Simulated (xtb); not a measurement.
A run for xtb: GFN2-xTB on C2H6 (SMILES CC), a point of a torsion scan.

```
$ xtb mol.xyz --gfn 2 --opt vtight --chrg 0 --uhf 0 --input xcontrol
8

C     -0.76654870     0.08535532    -0.00506812
C      0.75205876    -0.05156203     0.01247454
H     -1.16469504    -0.57421848    -0.79441600
H     -0.97842263     1.15126530    -0.19656886
H     -1.18390894    -0.27701017     0.94560658
H      1.12645888     0.87703154    -0.46020284
H      1.09154241    -0.94756727    -0.52294189
H      1.13795015    -0.10119328     1.03670779
$constrain
  force constant=1.0
  dihedral: 3,1,2,6,105.0
$end
```

The log:

```
[...]
           -------------------------------------------------
          |                Calculation Setup                |
           -------------------------------------------------



           -------------------------------------------------
          |                 G F N 2 - x T B                 |
           -------------------------------------------------

        Reference                      10.1021/acs.jctc.8b01176
      * Hamiltonian:
        H0-scaling (s, p, d)           1.850000    2.230000    2.230000
        zeta-weighting                 0.500000
      * Dispersion:
        s8                             2.700000
        a1                             0.520000
        a2                             5.000000
        s9                             5.000000
      * Repulsion:
        kExp                           1.500000    1.000000
        rExp                           1.000000
      * Coulomb:
        alpha                          2.000000
        third order                    shell-resolved
        anisotropic                    true
        a3                             3.000000
        a5                             4.000000
        cn-shift                       1.200000
        cn-exp                         4.000000
        max-rad                        5.000000


          ...................................................
          :                      SETUP                      :
          :.................................................:
          :  # basis functions                  14          :
          :  # atomic orbitals                  14          :
          :  # shells                           10          :
          :  # electrons                        14          :
          :  max. iterations                   250          :
          :  Hamiltonian                  GFN2-xTB          :
          :  restarted?                      false          :
          :  GBSA solvation                  false          :
          :  PC potential                    false          :
          :  electronic temp.          300.0000000     K    :
          :  accuracy                    1.0000000          :
          :  -> integral cutoff          0.2500000E+02      :
          :  -> integral neglect         0.1000000E-07      :
          :  -> SCF convergence          0.1000000E-05 Eh   :
          :  -> wf. convergence          0.1000000E-03 e    :
          :  Broyden damping             0.4000000          :
          :  net charge                          0          :
          :  unpaired electrons                  0          :
          ...................................................

 iter      E             dE          RMSdq      gap      omega  full diag
   1     -7.4104804 -0.741048E+01  0.290E+00   15.35       0.0  T
   2     -7.4356268 -0.251465E-01  0.153E+00   15.14       1.0  T
   3     -7.4358483 -0.221512E-03  0.782E-01   15.04       1.0  T
   4     -7.4359203 -0.719986E-04  0.935E-02   14.93       1.0  T
   5     -7.4359203 -0.562817E-08  0.518E-03   14.93       6.8  T
   6     -7.4359204 -0.104284E-06  0.131E-03   14.93      27.1  T
   7     -7.4359204 -0.733258E-09  0.696E-04   14.93      50.8  T
   8     -7.4359204 -0.582405E-10  0.356E-05   14.93     994.4  T

   *** convergence criteria satisfied after 8 iterations ***

         #    Occupation            Energy/Eh            Energy/eV
      -------------------------------------------------------------
         1        2.0000           -0.6039654             -16.4347
         2        2.0000           -0.5583677             -15.1940
         3        2.0000           -0.5003658             -13.6156
         4        2.0000           -0.4943330             -13.4515
         5        2.0000           -0.4558712             -12.4049
         6        2.0000           -0.4340700             -11.8116
         7        2.0000           -0.4309712             -11.7273 (HOMO)
         8                          0.1175354               3.1983 (LUMO)
         9                          0.1285791               3.4988
        10                          0.1338486               3.6422
        11                          0.1573385               4.2814
        12                          0.1699493               4.6246
       ...                                ...                  ...
        14                          0.2994121               8.1474
      -------------------------------------------------------------
                  HL-Gap            0.5485066 Eh           14.9256 eV
             Fermi-level           -0.1567179 Eh           -4.2645 eV

 SCC (total)                   0 d,  0 h,  0 min,  0.003 sec
 SCC setup                      ...        0 min,  0.000 sec (  2.928%)
 Dispersion                     ...        0 min,  0.000 sec (  1.275%)
 classical contributions        ...        0 min,  0.000 sec (  0.604%)
 integral evaluation            ...        0 min,  0.000 sec ( 12.321%
[...]
       -11.8363
         7        2.0000           -0.4329801             -11.7820 (HOMO)
         8                          0.1219205               3.3176 (LUMO)
         9                          0.1466592               3.9908
        10                          0.1541393               4.1943
        11                          0.1764974               4.8027
        12                          0.2108174               5.7366
       ...                                ...                  ...
        14                          0.3035591               8.2603
      -------------------------------------------------------------
                  HL-Gap            0.5549007 Eh           15.0996 eV
             Fermi-level           -0.1555298 Eh           -4.2322 eV

 SCC (total)                   0 d,  0 h,  0 min,  0.002 sec
 SCC setup                      ...        0 min,  0.000 sec (  3.996%)
 Dispersion                     ...        0 min,  0.000 sec (  1.201%)
 classical contributions        ...        0 min,  0.000 sec (  0.510%)
 integral evaluation            ...        0 min,  0.001 sec ( 23.044%)
 iterations                     ...        0 min,  0.001 sec ( 29.721%)
 molecular gradient             ...        0 min,  0.001 sec ( 34.113%)
 printout                       ...        0 min,  0.000 sec (  6.810%)

         :::::::::::::::::::::::::::::::::::::::::::::::::::::
         ::                     SUMMARY                     ::
         :::::::::::::::::::::::::::::::::::::::::::::::::::::
         :: total energy              -7.332898741397 Eh    ::
         :: gradient norm              0.000049068543 Eh/a0 ::
         :: HOMO-LUMO gap             15.099615492748 eV    ::
         ::.................................................::
         :: SCC energy                -7.450170868686 Eh    ::
         :: -> isotropic ES            0.002083935362 Eh    ::
         :: -> anisotropic ES          0.003269245178 Eh    ::
         :: -> anisotropic XC          0.005447090683 Eh    ::
         :: -> dispersion             -0.002029909907 Eh    ::
         :: repulsion energy           0.117260953327 Eh    ::
         :: add. restraining           0.000011173962 Eh    ::
         :: total charge              -0.000000000000 e     ::
         :::::::::::::::::::::::::::::::::::::::::::::::::::::

           -------------------------------------------------
          |                Property Printout                |
           -------------------------------------------------

    * Orbital Energies and Occupations

         #    Occupation            Energy/Eh            Energy/eV
      -------------------------------------------------------------
         1        2.0000           -0.6036170             -16.4253
         2        2.0000           -0.5631694             -15.3246
         3        2.0000           -0.4955846             -13.4855
         4        2.0000           -0.4944111             -13.4536
         5        2.0000           -0.4614392             -12.5564
         6        2.0000           -0.4349749             -11.8363
         7        2.0000           -0.4329801             -11.7820 (HOMO)
         8                          0.1219205               3.3176 (LUMO)
         9                          0.1466592               3.9908
        10                          0.1541393               4.1943
        11                          0.1764974               4.8027
        12                          0.2108174               5.7366
        13                          0.2937463               7.9932
        14                          0.3035591               8.2603
      -------------------------------------------------------------
                  HL-Gap            0.5549007 Eh           15.0996 eV
             Fermi-level           -0.1555298 Eh           -4.2322 eV

     #   Z          covCN         q      C6AA      α(0)
     1   6 C        3.749    -0.098    22.435     6.755
     2   6 C        3.749    -0.098    22.435     6.755
     3   1 H        0.925     0.033     2.549     2.497
     4   1 H        0.925     0.033     2.540     2.492
     5   1 H        0.925     0.032     2.558     2.501
     6   1 H        0.925     0.033     2.549     2.497
     7   1 H        0.925     0.033     2.540     2.492
     8   1 H        0.925     0.032     2.558     2.501

 Mol. C6AA /au·bohr⁶  :        361.873446
 Mol. C8AA /au·bohr⁸  :       7077.193250
 Mol. α(0) /au        :         28.491504


Wiberg/Mayer (AO) data.
largest (>0.10) Wiberg bond orders for each atom

 ---------------------------------------------------------------------------
Note: The following floating-point exceptions are signalling: IEEE_DENORMAL
normal termination of xtb
     #   Z sym  total        # sym  WBO       # sym  WBO       # sym  WBO
 ---------------------------------------------------------------------------
     1   6 C    3.997 --     2 C    1.025     3 H    0.991     4 H    0.991
                             5 H    0.991
     2   6 C    3.997 --     1 C    1.025     6 H    0.991     7 H    0.991
                             8 H    0.991
     3   1 H    0.999 --     1 C    0.991
     4   1 H    0.999 --     1 C    0.991
     5   1 H    0.999 --     1 C    0.991
     6   1 H    0.999 --     2 C    0.991
     7   1 H    0.999 --     2 C    0.991
     8   1 H    0.999 --     2 C    0.991
 ---------------------------------------------------------------------------

Topologies differ in total number of bonds
Writing topology from bond orders to xtbtopo.mol

molecular dipole:
                 x           y           z       tot (Debye)
 q only:        0.000       0.000      -0.001
   full:       -0.000      -0.001       0.004       0.011
molecular quadrupole (traceless):
                xx          xy          yy          xz          yz          zz
 q only:        0.163      -0.022      -0.070       0.003       0.004      -0.093
  q+dip:       -0.593       0.074       0.358      -0.007       0.028       0.235
   full:       -0.215       0.031       0.147      -0.001       0.017       0.068

           -------------------------------------------------
          |                Geometry Summary                 |
           -------------------------------------------------

      molecular mass/u    :       30.0691163
   center of mass at/Å    :        0.0019051       0.0209973      -0.0018533
  moments of inertia/u·Å² :        0.6224022E+01   0.2522850E+02   0.2529437E+02
rotational constants/cm⁻¹ :        0.2708479E+01   0.6681980E+00   0.6664579E+00

 * 7 selected distances

     #   Z          #   Z                                           value/Å
     1   6 C        2   6 C                                       1.5306125 (max)
     1   6 C        3   1 H                                       1.0871585
     1   6 C        4   1 H                                       1.0861619 (min)
     1   6 C        5   1 H                                       1.0879215
     2   6 C        6   1 H                                       1.0871340
     2   6 C        7   1 H                                       1.0862034
     2   6 C        8   1 H                                       1.0879216

 * 2 distinct bonds (by element types)

   Z      Z             #   av. dist./Å        max./Å        min./Å
   1 H    6 C           6     1.0870835     1.0879216     1.0861619
   6 C    6 C           1     1.5306125     1.5306125     1.5306125


optimized geometry written to: xtbopt.xyz


           -------------------------------------------------
          | TOTAL ENERGY               -7.332898741397 Eh   |
          | GRADIENT NORM               0.000049068543 Eh/α |
          | HOMO-LUMO GAP              15.099615492748 eV   |
           -------------------------------------------------

------------------------------------------------------------------------
------------------------------------------------------------------------
 total:
 SCF:
 ANC optimizer:
```

The run finished.

Warnings raised: the energy holds the restraint's term.

Cost: about 0.06 core-seconds (a rough figure).
